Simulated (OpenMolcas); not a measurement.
## Ni2+: moving the ligands

Ni2+ with its 6 nearest fluoride ions at 2.009 Å, on the Zn site of KZnF3 (a = 4.054 Å, distance in the model lattice 2.027 Å). The rest of the host is ab initio model potentials to 7.6 Å, with orthogonalisation functions on the cations behind the ligands, and point charges beyond; the distance is set by hand and nothing relaxes. Ligand basis ANO-RCC-VDZP.

```
Program             : OpenMolcas
Method              : SS-CASPT2, IPEA 0.25 Eh, imaginary shift 0.1 Eh (closed shells correlated: 3s 3p and the ligand valence shells)
Basis               : ANO-RCC-VTZP [6s5p3d2f1g]
Scalar Hamiltonian  : DKH2, point nucleus
Active space        : 8 electrons in 5 orbitals (3d)
State averaging     : 2S+1 = 3 even, 10 roots; 2S+1 = 1 even, 15 roots
Spin-orbit coupling : RASSI with atomic mean-field integrals over the reference wave functions
```

Runs around this geometry, states (labels of O, the rotations of Oh). Energies in cm-1 above the lowest state or level, χT in cm3 K/mol.

```tsv
R (Å)	Ground state	First state of that spin	First gap with spin-orbit (degeneracies)	χT at 300 K	First state of another spin
2	3A2	3T2 8730	8400 (3, 2)	1.350	1E 14380
2.009	3A2	3T2 8480	8160 (3, 2)	1.361	1E 14360
2.027	3A2	3T2 8150	7850 (3, 2)	1.376	1E 14310
```

Taking the first state of the same spin as R^-n, n = -ln(8150 / 8730) / ln(2.027 / 2) = 5.1 between the shortest and longest distance.

Roots that are degenerate in the reference are averaged as groups; the widest CASPT2 spread within a group is 450 cm-1 (the 3-fold group of multiplicity 3 near 13500 cm-1 above the lowest state of its run, R = 2.027). Shifts and gaps below about the spread of the groups concerned are not significant. Over all roots computed the reference weight is 0.72 to 0.74 in R = 2, 0.72 to 0.74 in R = 2.009, 0.72 to 0.74 in R = 2.027; a low but even weight reflects the number of correlated electrons. A single d shell leaves out the double-shell effect, which counts most for late 3d ions, where the CASPT2 field can be off either way by tens of per cent. Ligand-to-metal charge-transfer states are missing. These CASPT2 states fit no ligand-field parameters well, so their order and spin gaps are uncertain. For late 3d ions with one d shell CASPT2 can put B and the spin-flip bands somewhat low as well as high. With one d shell and no ligand orbital active, 10Dq can be off by tens of per cent for divalent 3d ions, low with halides held by bare charges and at times high in hosts, and the orbital part of g and χT goes as 1/10Dq. Free-ion shares, where given, are those of the reference states; single-state CASPT2 does not remix them. No measured value stands beside these numbers; the geometry was set by hand and not optimised.
